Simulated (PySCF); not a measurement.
Task: What does the PBE0-D3(BJ)/def2-SVP structure of InChI=1S/C4H13FN2Si/c1-2-3-4-7-8(5)6/h7-8H,2-4,6H2,1H3/t8-/m0/s1 look like in three dimensions?

Result: 
```
atom  x, y, z in Å
C1    -3.4137    0.7354   -0.1799
C2    -2.3514   -0.2256    0.3291
C3    -0.9508    0.1054   -0.1651
C4     0.1156   -0.8594    0.3359
N5     1.4398   -0.5440   -0.1475
Si6    2.8440   -0.2695    0.7796
N7     3.8727    0.7510   -0.1314
F8     3.7783   -1.5772    1.0647
H9    -3.4599    0.7332   -1.2809
H10   -3.2012    1.7691    0.1371
H11   -4.4143    0.4720    0.1951
H12   -2.6093   -1.2567    0.0284
H13   -2.3541   -0.2287    1.4337
H14   -0.9414    0.1097   -1.2711
H15   -0.6699    1.1281    0.1423
H16    0.1346   -0.8347    1.4390
H17   -0.1737   -1.8944    0.0677
H18    1.5483   -0.6139   -1.1543
H19    2.3833    0.1477    2.1326
H20    3.5461    1.6333   -0.5043
H21    4.8728    0.7491    0.0283
```

Orientation and origin are arbitrary. Atoms count from 1 in this order. Of the pairs four or more bonds apart, H12···H17 is among the closest relative to their van der Waals radii: 2.52 Å, 105 % of the sum of Bondi's values. Si6 (fluorine-bound silicon) is distorted tetrahedral (angles from 103.1° to 120.2°). N7 (silicon-bound nitrogen) has angles 121.5°, 120.6° and 112.2°, sum 354.3°, 0.16 Å off the plane of its three neighbours. N5 (silicon-bound nitrogen) is planar (angles 127.5°, 117.5° and 114.5°, sum 359.5°, 0.05 Å off the plane of its three neighbours).

Bonds between heavy atoms (Å): C1–C2 1.520, C2–C3 1.522, C3–C4 1.523, C4–N5 1.445, N5–Si6 1.705, Si6–N7 1.712, Si6–F8 1.632.

Method: PBE0-D3(BJ)/def2-SVP geometry optimisation, gas phase (PySCF 2.14.0).

Point group: C1 (no symmetry element, even within 0.4 Å). Not checked by PBE0-D3(BJ)/def2-SVP frequencies. The numbers are those of one conformer (C1–C2–C3–C4 180°, C2–C3–C4–N5 180°, C3–C4–N5–Si6 125°, C4–N5–Si6–N7 -153°, N5–Si6–N7–H 54° and -155°).
